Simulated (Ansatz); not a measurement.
Ansatz (a program for electronic structure) job for CH₅FOSi, SMILES F[Si@@H](O)C, B3LYP-D3(BJ)/def2-SVP. 

Ansatz 0.2 input:
```yaml
crystal:
  periodic: [false, false, false]
  atoms:
    - {symbol: C, position_ang: [-1.38343408, -0.49322947, 0.93541961]}
    - {symbol: Si, position_ang: [-0.11977616, 0.10332940, -0.33842310]}
    - {symbol: O, position_ang: [0.99625420, -0.99699302, -0.73548967]}
    - {symbol: F, position_ang: [0.65989615, 1.34471340, 0.34753635]}
    - {symbol: H, position_ang: [-0.91521719, -0.70367710, 1.89500734]}
    - {symbol: H, position_ang: [-1.88169845, -1.40028874, 0.60654027]}
    - {symbol: H, position_ang: [-2.14980522, 0.25584855, 1.10907643]}
    - {symbol: H, position_ang: [-0.62948422, 0.55934125, -1.61174398]}
    - {symbol: H, position_ang: [1.64457679, -1.32493517, -0.11738391]}
basis:
  gaussian:
    orbitals: def2-SVP
hamiltonian:
  xc: b3lyp
  dispersion: d3bj
relax: {f_tol: 0.002, max_steps: 200}
```

Output:

```
Functional definition: B3LYP
integrals: 0.03 GiB planned
879 factors; integrals over basis functions are off by at most 3.9e-4 eV
mean field: 0.29 GiB planned
mean field evaluation 1: about -13747.6158 eV, gradient 6.9e1 eV
mean field evaluation 2: about -13740.0180 eV, gradient 9.3e1 eV
mean field evaluation 4: about -13756.6559 eV, gradient 3.3e0 eV
mean field evaluation 8: about -13756.6817 eV, gradient 2.7e-2 eV
mean field -13756.68165478 eV, -505.5487261993 hartree, gradient 3.2e-5 eV, S^2 0.000000; 0 other end points of the search recorded, 0 dependent functions left out
the calculation of the forces begins
reference -13756.68187066 eV, -505.5487341329 hartree; 21, 21 occupied and 64, 64 virtual orbitals, 879 factors
relax step   1: F+E_penalty+E_count = -13756.93918497 eV  Δ(F+E_penalty+E_count) = +0.000e0 eV  max|allowed force component| = 9.944e-1 eV/Å  Δτ_max = 0.0000 Å  (23 SCF iters, accepted)
these checks for a lower state are left out or cut short: starts, cluster_reference, orbital_swaps, neighbouring_geometries, increment
integrals: 0.03 GiB planned
879 factors; integrals over basis functions are off by at most 4.0e-4 eV
mean field: 0.29 GiB planned
mean field evaluation 16: about -13756.7489 eV, gradient 1.4e-2 eV
mean field -13756.75159294 eV, -505.5512963792 hartree, gradient 4.4e-5 eV, S^2 0.000000; 0 other end points of the search recorded, 0 dependent functions left out
the calculation of the forces begins
reference -13756.75180870 eV, -505.5513043083 hartree; 21, 21 occupied and 64, 64 virtual orbitals, 879 factors
relax step   2: F+E_penalty+E_count = -13757.00947540 eV  Δ(F+E_penalty+E_count) = -7.029e-2 eV  max|allowed force component| = 5.278e-1 eV/Å  Δτ_max = 0.0715 Å  (24 SCF iters, accepted)
these checks for a lower state are left out or cut short: starts, cluster_reference, orbital_swaps, neighbouring_geometries, increment
integrals: 0.03 GiB planned
879 factors; integrals over basis functions are off by at most 4.1e-4 eV
mean field: 0.29 GiB planned
mean field -13756.76503026 eV, -505.5517901917 hartree, gradient 4.6e-5 eV, S^2 0.000000; 0 other end points of the search recorded, 0 dependent functions left out
the calculation of the forces begins
reference -13756.76524602 eV, -505.5517981210 hartree; 21, 21 occupied and 64, 64 virtual orbitals, 879 factors
relax step   3: F+E_penalty+E_count = -13757.02298246 eV  Δ(F+E_penalty+E_count) = -1.351e-2 eV  max|allowed force component| = 1.723e-1 eV/Å  Δτ_max = 0.0282 Å  (24 SCF iters, accepted)
these checks for a lower state are left out or cut short: starts, cluster_reference, orbital_swaps, neighbouring_geometries, increment
integrals: 0.03 GiB planned
879 factors; integrals over basis functions are off by at most 4.2e-4 eV
mean field: 0.29 GiB planned
mean field -13756.76679028 eV, -505.5518548712 hartree, gradient 5.6e-5 eV, S^2 0.000000; 0 other end points of the search recorded, 0 dependent functions left out
the calculation of the forces begins
reference -13756.76700530 eV, -505.5518627733 hartree; 21, 21 occupied and 64, 64 virtual orbitals, 879 factors
relax step   4: F+E_penalty+E_count = -13757.02548092 eV  Δ(F+E_penalty+E_count) = -2.498e-3 eV  max|allowed force component| = 2.278e-1 eV/Å  Δτ_max = 0.0775 Å  (23 SCF iters, accepted)
these checks for a lower state are left out or cut short: starts, cluster_reference, orbital_swaps, neighbouring_geometries, increment
integrals: 0.03 GiB planned
879 factors; integrals over basis functions are off by at most 4.2e-4 eV
mean field: 0.29 GiB planned
mean field evaluation 32: about -13756.7708 eV, gradient 4.8e-2 eV
mean field -13756.77077276 eV, -505.5520012247 hartree, gradient 4.7e-5 eV, S^2 0.000000; 0 other end points of the search recorded, 0 dependent functions left out
the calculation of the forces begins
reference -13756.77098781 eV, -505.5520091276 hartree; 21, 21 occupied and 64, 64 virtual orbitals, 879 factors
relax step   5: F+E_penalty+E_count = -13757.02949988 eV  Δ(F+E_penalty+E_count) = -4.019e-3 eV  max|allowed force component| = 4.144e-2 eV/Å  Δτ_max = 0.0145 Å  (24 SCF iters, accepted)
these checks for a lower state are left out or cut short: starts, cluster_reference, orbital_swaps, neighbouring_geometries, increment
integrals: 0.03 GiB planned
879 factors; integrals over basis functions are off by at most 4.2e-4 eV
mean field: 0.29 GiB planned
mean field -13756.77156637 eV, -505.5520303894 hartree, gradient 4.7e-5 eV, S^2 0.000000; 0 other end points of the search recorded, 0 dependent functions left out
the calculation of the forces begins
reference -13756.77178138 eV, -505.5520382909 hartree; 21, 21 occupied and 64, 64 virtual orbitals, 879 factors
relax step   6: F+E_penalty+E_count = -13757.03026836 eV  Δ(F+E_penalty+E_count) = -7.685e-4 eV  max|allowed force component| = 3.213e-2 eV/Å  Δτ_max = 0.0278 Å  (23 SCF iters, accepted)
these checks for a lower state are left out or cut short: starts, cluster_reference, orbital_swaps, neighbouring_geometries, increment
integrals: 0.03 GiB planned
879 factors; integrals over basis functions are off by at most 4.3e-4 eV
mean field: 0.29 GiB planned
mean field -13756.77162397 eV, -505.5520325060 hartree, gradient 4.7e-5 eV, S^2 0.000000; 0 other end points of the search recorded, 0 dependent functions left out
the calculation of the forces begins
reference -13756.77183884 eV, -505.5520404027 hartree; 21, 21 occupied and 64, 64 virtual orbitals, 879 factors
relax step   7: F+E_penalty+E_count = -13757.03056674 eV  Δ(F+E_penalty+E_count) = -2.984e-4 eV  max|allowed force component| = 5.375e-2 eV/Å  Δτ_max = 0.0389 Å  (23 SCF iters, accepted)
these checks for a lower state are left out or cut short: starts, cluster_reference, orbital_swaps, neighbouring_geometries, increment
integrals: 0.03 GiB planned
879 factors; integrals over basis functions are off by at most 4.3e-4 eV
mean field: 0.29 GiB planned
mean field -13756.77171275 eV, -505.5520357687 hartree, gradient 2.6e-5 eV, S^2 0.000000; 0 other end points of the search recorded, 0 dependent functions left out
the calculation of the forces begins
reference -13756.77192759 eV, -505.5520436640 hartree; 21, 21 occupied and 64, 64 virtual orbitals, 879 factors
relax step   8: F+E_penalty+E_count = -13757.03063992 eV  Δ(F+E_penalty+E_count) = -7.318e-5 eV  max|allowed force component| = 1.652e-2 eV/Å  Δτ_max = 0.0095 Å  (21 SCF iters, accepted)
these checks for a lower state are left out or cut short: starts, cluster_reference, orbital_swaps, neighbouring_geometries, increment
integrals: 0.03 GiB planned
879 factors; integrals over basis functions are off by at most 4.3e-4 eV
mean field: 0.29 GiB planned
mean field -13756.77174630 eV, -505.5520370019 hartree, gradient 1.0e-5 eV, S^2 0.000000; 0 other end points of the search recorded, 0 dependent functions left out
the calculation of the forces begins
reference -13756.77196114 eV, -505.5520448969 hartree; 21, 21 occupied and 64, 64 virtual orbitals, 879 factors
relax step   9: F+E_penalty+E_count = -13757.03065383 eV  Δ(F+E_penalty+E_count) = -1.392e-5 eV  max|allowed force component| = 6.636e-3 eV/Å  Δτ_max = 0.0026 Å  (21 SCF iters, accepted)
these checks for a lower state are left out or cut short: starts, cluster_reference, orbital_swaps, neighbouring_geometries, increment
integrals: 0.03 GiB planned
879 factors; integrals over basis functions are off by at most 4.3e-4 eV
mean field: 0.29 GiB planned
mean field -13756.77173743 eV, -505.5520366757 hartree, gradient 4.3e-5 eV, S^2 0.000000; 0 other end points of the search recorded, 0 dependent functions left out
the calculation of the forces begins
reference -13756.77195224 eV, -505.5520445700 hartree; 21, 21 occupied and 64, 64 virtual orbitals, 879 factors
relax step  10: F+E_penalty+E_count = -13757.03065843 eV  Δ(F+E_penalty+E_count) = -4.597e-6 eV  max|allowed force component| = 2.177e-3 eV/Å  Δτ_max = 0.0026 Å  (19 SCF iters, accepted)
these checks for a lower state are left out or cut short: starts, cluster_reference, orbital_swaps, neighbouring_geometries, increment
integrals: 0.03 GiB planned
879 factors; integrals over basis functions are off by at most 4.3e-4 eV
mean field: 0.29 GiB planned
mean field evaluation 64: about -13756.7717 eV, gradient 2.0e-5 eV
mean field -13756.77173534 eV, -505.5520365991 hartree, gradient 2.0e-5 eV, S^2 0.000000; 0 other end points of the search recorded, 0 dependent functions left out
the calculation of the forces begins
reference -13756.77195016 eV, -505.5520444933 hartree; 21, 21 occupied and 64, 64 virtual orbitals, 879 factors
relax step  11: F+E_penalty+E_count = -13757.03065909 eV  Δ(F+E_penalty+E_count) = -6.606e-7 eV  max|allowed force component| = 9.484e-4 eV/Å  Δτ_max = 0.0011 Å  (17 SCF iters, accepted)
integrals: 0.03 GiB planned
879 factors; integrals over basis functions are off by at most 4.3e-4 eV
mean field: 0.29 GiB planned
mean field -13756.77173534 eV, -505.5520365991 hartree, gradient 2.0e-5 eV, S^2 0.000000; 1 other end points of the search recorded, 0 dependent functions left out
the calculation of the forces begins
reference -13756.77195016 eV, -505.5520444933 hartree; 21, 21 occupied and 64, 64 virtual orbitals, 879 factors
Total energy: -13757.03087390 eV, -505.5615597655 hartree
Atom 0 at    -1.340417    -0.495536     0.912381 Å, force     0.000215    -0.000006    -0.000948 eV/Å
Atom 1 at    -0.106914     0.132836    -0.335197 Å, force     0.000411    -0.000477     0.000686 eV/Å
Atom 2 at     1.047044    -0.990212    -0.723227 Å, force    -0.000110     0.000101    -0.000148 eV/Å
Atom 3 at     0.610881     1.439990     0.326947 Å, force    -0.000109     0.000057    -0.000207 eV/Å
Atom 4 at    -0.844935    -0.771007     1.858137 Å, force     0.000261     0.000037    -0.000206 eV/Å
Atom 5 at    -1.868845    -1.383776     0.530368 Å, force    -0.000067     0.000182     0.000104 eV/Å
Atom 6 at    -2.090936     0.278058     1.142180 Å, force    -0.000461     0.000132     0.000316 eV/Å
Atom 7 at    -0.713578     0.545690    -1.618811 Å, force     0.000045    -0.000193     0.000403 eV/Å
Atom 8 at     1.529012    -1.411934    -0.002238 Å, force    -0.000184     0.000168     0.000001 eV/Å
Dipole moment:    -0.152378    -0.332805     0.270361 e Å
```

The run converged.

Cost: very roughly 50 core-seconds.
